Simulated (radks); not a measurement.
Problem. The mean radii <r> (bohr) of the occupied orbitals of an atom or ion are listed with their occupations. Method: scalar-relativistic Kohn-Sham, PW91, spin-polarised, spherical densities, point nucleus; computed with a radial shooting solver on a logarithmic mesh with Libxc functionals.

| orbital | occ. | <r> |
|---|---|---|
| 1s up | 1 | 0.03111 |
| 1s down | 1 | 0.03111 |
| 2s up | 1 | 0.1349 |
| 2s down | 1 | 0.1349 |
| 2p up | 3 | 0.1177 |
| 2p down | 3 | 0.1177 |
| 3s up | 1 | 0.3685 |
| 3s down | 1 | 0.3684 |
| 3p up | 3 | 0.3675 |
| 3p down | 3 | 0.3673 |
| 3d up | 5 | 0.3456 |
| 3d down | 5 | 0.3454 |
| 4s up | 1 | 0.8968 |
| 4p up | 3 | 0.9707 |
| 4p down | 3 | 0.9737 |
| 4d up | 5 | 1.185 |
| 4d down | 3 | 1.199 |
| 5d up | 1 | 3.520 |

Name the element and its charge. Open shells, if any, are filled with parallel spins first.

Solution. Z = 47, silver, charge +3: Ag3+ in [Ar] 3d10 4s1 4p6 4d8 5d1. The 1s radius gives Z: for a bare nucleus <r> = (2 gamma + 1)/(2Z) with gamma = sqrt(1 - (Z/c)^2), 0.03062 bohr for Z = 47, and screening makes it slightly larger (0.03111 here). The occupations add up to 44, and the charge is Z minus that.
